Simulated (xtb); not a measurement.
xtb input (GFN1-xTB):

```bash
xtb mol.xyz --gfn 1 --sp --chrg -1 --uhf 0
```
mol.xyz:
```
8

B      0.10913323     0.00036412    -0.00122332
C      1.56102088     0.00520833    -0.01749817
O     -0.71496782     0.75706920    -0.92824824
O     -0.68891359    -0.76175324     0.94398497
H      2.15667595    -0.65449753     0.60977844
H      2.13805050     0.66882683    -0.65791993
H     -1.49660770     1.06251640    -0.45727815
H     -1.47885889    -1.07244401     0.49063147
```

End of the output:

```
         :::::::::::::::::::::::::::::::::::::::::::::::::::::
         ::                     SUMMARY                     ::
         :::::::::::::::::::::::::::::::::::::::::::::::::::::
         :: total energy             -15.335676407711 Eh    ::
         :: gradient norm              0.037522818475 Eh/a0 ::
         :: HOMO-LUMO gap              4.937769598569 eV    ::
         ::.................................................::
         :: SCC energy               -15.457222341517 Eh    ::
         :: -> electrostatic           0.243397809129 Eh    ::
         :: repulsion energy           0.123214307102 Eh    ::
         :: dispersion energy         -0.001668373296 Eh    ::
         :: halogen bond corr.         0.000000000000 Eh    ::
         :: add. restraining           0.000000000000 Eh    ::
         :: total charge              -1.000000000000 e     ::
         :::::::::::::::::::::::::::::::::::::::::::::::::::::

           -------------------------------------------------
          |                Property Printout                |
           -------------------------------------------------

    * Orbital Energies and Occupations

         #    Occupation            Energy/Eh            Energy/eV
      -------------------------------------------------------------
         1        2.0000           -0.5246922             -14.2776
         2        2.0000           -0.5194366             -14.1346
         3        2.0000           -0.3859540             -10.5023
         4        2.0000           -0.3716228             -10.1124
         5        2.0000           -0.3283200              -8.9340
         6        2.0000           -0.3235550              -8.8044
         7        2.0000           -0.2972718              -8.0892
         8        2.0000           -0.2685247              -7.3069
         9        2.0000           -0.2546852              -6.9303
        10        2.0000           -0.2370746              -6.4511
        11        2.0000           -0.2126391              -5.7862
        12        2.0000           -0.1010988              -2.7510 (HOMO)
        13                          0.0803609               2.1867 (LUMO)
        14                          0.1162944               3.1645
Note: The following floating-point exceptions are signalling: IEEE_DENORMAL
normal termination of xtb
        15                          0.1357970               3.6952
        16                          0.1567541               4.2655
        17                          0.2032532               5.5308
        18                          0.4154115              11.3039
        19                          0.4502794              12.2527
        20                          0.5934192              16.1478
        21                          0.5997528              16.3201
        22                          0.6171686              16.7940
        23                          0.7599335              20.6788
        24                          0.8796010              23.9352
      -------------------------------------------------------------
                  HL-Gap            0.1814597 Eh            4.9378 eV
             Fermi-level           -0.0103689 Eh           -0.2822 eV

  Mulliken/CM5 charges         n(s)   n(p)   n(d)
     1B     0.40518  0.23039   0.845  1.750  0.000
     2C    -0.55089 -0.56265   1.020  3.531  0.000
     3O    -0.66982 -0.81895   1.703  4.967  0.000
     4O    -0.66982 -0.81895   1.703  4.967  0.000
     5H    -0.02850  0.02889   1.029  0.000  0.000
     6H    -0.02850  0.02889   1.029  0.000  0.000
     7H     0.27118  0.45619   0.729  0.000  0.000
     8H     0.27118  0.45619   0.729  0.000  0.000

Wiberg/Mayer (AO) data.
largest (>0.10) Wiberg bond orders for each atom

 ---------------------------------------------------------------------------
     #   Z sym  total        # sym  WBO       # sym  WBO       # sym  WBO
 ---------------------------------------------------------------------------
     1   5 B    3.365 --     2 C    1.608     4 O    0.869     3 O    0.869
     2   6 C    3.685 --     1 B    1.608     6 H    0.986     5 H    0.986
     3   8 O    1.879 --     7 H    0.919     1 B    0.869
     4   8 O    1.879 --     8 H    0.919     1 B    0.869
     5   1 H    1.006 --     2 C    0.986
     6   1 H    1.006 --     2 C    0.986
     7   1 H    0.949 --     3 O    0.919
     8   1 H    0.949 --     4 O    0.919
 ---------------------------------------------------------------------------

Topologies differ in total number of bonds
Writing topology from bond orders to xtbtopo.mol

 dipole moment from electron density (au)
     X       Y       Z
  -2.1095  -0.0070   0.0236  total (Debye):    5.362

           -------------------------------------------------
          | TOTAL ENERGY              -15.335676407711 Eh   |
          | GRADIENT NORM               0.037522818475 Eh/α |
          | HOMO-LUMO GAP               4.937769598569 eV   |
           -------------------------------------------------

------------------------------------------------------------------------
------------------------------------------------------------------------
 total:
 SCF:
```

It need not be the lowest isomer of its formula. Whether it binds its extra electron was not tested at this geometry.
